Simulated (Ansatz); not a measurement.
Consider the cleavage of the Si–Si bond: `O[SiH2][SiH]([SiH3])S` + `N[SiH2][SiH3]` → `O[SiH2]N[SiH2][SiH3]` + `[SiH3][SiH2]S`.

Isolated molecules relaxed with PBE0-D4/def2-TZVP in Ansatz; ΔE leaves out vibrations. CBS: MP2 limit from def2 TZ/QZ plus the TZ coupled-cluster correction, frozen cores. This one scheme is used for every species. Functionals use def2-TZVPP. One conformer a species, not always the lowest.

| level | ΔE (kcal/mol) |
| --- | --- |
| PBE-D4 | -13.9 |
| PBE | -13.8 |

(1) What does CCSD(T)/CBS give? (An estimate is asked.)

Largest T1 diagnostic among the species: 0.013.

Results:

(1) The calculation gave: -18.8 kcal/mol. The listed levels differ from it by 4.9, 5.0 kcal/mol.

From PBE to PBE0 (25 % exact exchange), in def2-TZVPP and without D4, ΔE moves by −1.6 kcal/mol. In def2-TZVPP, CCSD(T) changes the Hartree–Fock value by +2.6 kcal/mol (the triples alone add +0.4 kcal/mol) and MP2 by +1.6 kcal/mol.
